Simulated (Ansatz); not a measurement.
Basis-set extrapolation for `[SiH3][N]([SiH3])[Mg][N]([SiH3])[SiH3]` (PBE0-D4/def2-TZVP geometry, frozen core, the Gaussian-basis code of Ansatz). Multiplicity 1, RHF reference. For Mg the program correlates outer-core shells too, which these sets cover unevenly, so the extrapolated numbers aren't a true limit.

```tsv
	def2-TZVPP	def2-QZVPP
HF	-1471.466354	-1471.519268
MP2 correlation	-1.130273	-1.239688
CCSD(T) correlation	-1.262878	not run
```

Energies in hartree. Use E(X) = E(∞) + A·exp(−7.88·√X) for Hartree–Fock and E(X) = E(∞) + B·X^(−2.97) for correlation, with X = 3 and 4, and add CCSD(T) minus MP2 of the smaller set to the MP2 limit.

What is the CCSD(T) energy at the basis-set limit?

HF limit: -1471.519268 + (-0.052914) × 0.13774 = -1471.52656. MP2 limit: -1.239688 + (-0.109415) × 0.74074 = -1.32074. Higher-order term: -1.262878 − (-1.130273) = -0.13260. Total: -1472.97990 hartree, 658.1 kJ/mol below CCSD(T)/def2-TZVPP.
